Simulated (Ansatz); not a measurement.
Calculated with Ansatz (gas phase, PBE0-D4/def2-TZVP geometries, no zero-point term in ΔE). CBS: MP2 limit from def2 TZ/QZ plus the TZ coupled-cluster correction, frozen cores. This one scheme is used for every species. For Ge outer-core shells are correlated without core-valence functions, which leaves a few kJ/mol of doubt a bond. Scalar relativity is left out up to krypton. One conformer a species, not always the lowest.

Reaction (ligand exchange at a Ge–C bond): `[OH][GeH]([F])[CH2]Cl` + H₂S → `[OH][GeH]([F])[SH]` + `CCl`

```csv
species,CCSD/def2-TZVPP energy (Eh)
`[OH][GeH]([F])[CH2]Cl`,-2750.67814
H₂S,-398.92311
`[OH][GeH]([F])[SH]`,-2650.08092
`CCl`,-499.54515
```

**Question.** Work out ΔE.

**Answer.** ΔE = (-2650.08092) + (-499.54515) − (-2750.67814) − (-398.92311) = -0.02482 Eh = -0.68 eV. CCSD(T)/CBS gives -0.68 eV.

Largest T1 diagnostic among the species: 0.012.

In def2-TZVPP, CCSD(T) changes the Hartree–Fock value by +0.11 eV (the triples alone add −0.00 eV) and MP2 by +0.09 eV.
